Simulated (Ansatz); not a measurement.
Species: VO, net charge 0, quartet state. The spin state was set by rule; other spins were not relaxed. SMILES: [O]=[V]
Coordinates optimised at B3LYP-D3(BJ)/def2-TZVP (Ansatz, an electronic-structure program):
```
V
O 1 1.5794
```
Charge 0, spin multiplicity 4.

Parts of the frozen-core correlation energy in def2-SVP (Ansatz, hartree). Frozen orbitals: 10; correlated occupied orbitals by spin: 7 and 4; virtual: 28 and 31. Open shells are spin-unrestricted. No spin-orbit coupling. Non-relativistic. The program attaches cautions to this run: large difference.

| term | value |
|---|---|
| reference (HF) | -1017.52890 |
| MP2 opposite-spin | -0.16103 |
| MP2 same-spin | -0.09430 |
| CCSD correlation | -0.29477 |
| (T) | -0.01785 |
| CCSDT minus CCSD(T) | -0.00711 |
| T1 diagnostic | 0.096 |
| largest doubles amplitude | 0.062 |
| <S^2> of the reference | 4.234 |
